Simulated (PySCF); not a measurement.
Sn(H)2(Me)(NMe2), C3H11NSn, SMILES [CH3][SnH2][N](C)C at its GFN2-xTB optimised geometry (Å):

```
16

Sn    -0.0832     0.0903     0.0000
C      2.0763     0.0903     0.0000
N     -0.6670    -1.1610    -1.5159
C     -2.0621    -1.5171    -1.6016
C     -0.1145    -0.9544    -2.8328
H     -0.7361     1.6754     0.0000
H     -0.7466    -0.6663     1.3436
H      2.4338    -0.9231    -0.1456
H      2.4658     0.7202    -0.7922
H      2.4462     0.4611     0.9481
H     -2.6652    -0.7544    -2.1088
H     -2.4658    -1.6754    -0.6042
H     -2.1526    -2.4493    -2.1633
H      0.9394    -0.6936    -2.7615
H     -0.1989    -1.8842    -3.4001
H     -0.6358    -0.1694    -3.3946
```

Level of theory: B3LYP/def2-TZVP, def2 effective core potentials past Kr in PySCF. The core electrons that the potentials of Sn replace are not part of the density.

Map of the deformation density (molecule minus spherical neutral atoms) (e/bohr³) on the plane z = 1.0 Å:

```
|0000000000000000000000000000000|
|0000000000000000000000000000000|
|0000000000000000000000000000000|
|0000000000000000000000000000000|
|0000000000000000000000000000000|
|0000000000000000000000000000000|
|0000000000000000000000000000000|
|0000000000000000000000000000000|
|0000000000000000000000000000000|
|0000000000000000000000000000000|
|0000000000000000000000000000000|
|0000000000000000000000000000000|
|0000000000000000000000000000000|
|0000000000000000000001372000000|
|0000000000001100000001593000000|
|0000000000012321000001231000000|
|0000000000125642000000000000000|
|0000000000126752100000000000000|
|0000000000013431000000000000000|
|0000000000011111000000000000000|
|0000000000000000000000000000000|
|0000000000000000000000000000000|
|0000000000000000000000000000000|
|0000000000000000000000000000000|
|0000000000000000000000000000000|
|0000000000000000000000000000000|
|0000000000000000000000000000000|
|0000000000000000000000000000000|
|0000000000000000000000000000000|
|0000000000000000000000000000000|
|0000000000000000000000000000000|
```
Scale: ten equal steps from -0.006 (start of '0') to 0.068 (end of '9'), in the order '0123456789'; x runs from -4.50 to 4.50, y from -4.50 (bottom) to 4.50 (top).
